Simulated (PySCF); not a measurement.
O₃Zr, SMILES [O]=[Zr]1[O][O]1, multiplicity 1.

Coordinates come from a B3LYP-D3(BJ)/def2-TZVP optimisation. The multiplicity is an assumed one; other spin states were not compared. The def2 effective core potentials stand for the cores of Zr; spin–orbit coupling is left out.

Two levels are set side by side: TDA-PBE/def2-SVPD (PySCF) and TDA-M06-2X/def2-SVPD (PySCF). Vertical, same geometry. The lowest singlet is HOMO→LUMO 100 % with PBE and HOMO→LUMO 89 % with the other functional; states are paired by order. Differences are taken from unrounded values.

| quantity | TDA-M06-2X |
|---|---|
| lowest singlet excitation (eV) | 3.20 |
| lowest triplet excitation (TDA) (eV) | 3.22 |

Task: What does TDA-PBE give, and how far is it from TDA-M06-2X? (The exact figures need the calculation; the answer reports its results.)

Result: 
| quantity | TDA-PBE | TDA-PBE minus TDA-M06-2X |
|---|---|---|
| lowest singlet excitation (eV) | 1.83 | -1.37 |
| lowest triplet excitation (TDA) (eV) | 1.73 | -1.48 |

Functionals without exact exchange tend to place singlet excitations lower, as here. Differences between two approximate levels are no errors against the true value.

Rough cost on one machine, each run with all the roots and properties that it gave: TDA-M06-2X against TDA-PBE about 10 times.
